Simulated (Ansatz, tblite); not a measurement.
Cost and result up the ladder for `c1ccc(-c2ccc(-c3ccc(-c4cccnc4)nc3)nc2)nc1` (38 atoms). Charge 0, multiplicity 1. Geometry: PBE-D4/def2-SVP.

Ansatz on 2 threads of AMD EPYC 7R13 on a shared host and a share (18 GiB) of an NVIDIA H100 80GB HBM3; xTB runs through tblite on one thread. Times are rough, summed over both states, and most runs start from the orbitals of an earlier one. PBE0-D4/def2-TZVP serves as the yardstick here, not as an exact answer. The other state is a triplet.

The xTB rows come from tblite. Single mean-field runs in def2-TZVP are fitted with def2-universal-jkfit.

xTB has no spin-polarisation term.

| level | functions | wall time |
| --- | --- | --- |
| GFN2-xTB | 110 | 0.15 s |
| GFN1-xTB | 124 | 0.17 s |
| PBE-D4/def2-TZVP | 828 | 30 s |
| PBE0-D4/def2-TZVP | 828 | 33 s |

Estimate what each level gives for the vertical triplet (eV).


| level | vertical triplet (eV) | difference from PBE0-D4/def2-TZVP (eV) |
| --- | --- | --- |
| GFN2-xTB | 2.17 | -0.56 |
| GFN1-xTB | 2.50 | -0.24 |
| PBE-D4/def2-TZVP | 2.43 | -0.31 |
| PBE0-D4/def2-TZVP | 2.74 | 0.00 |
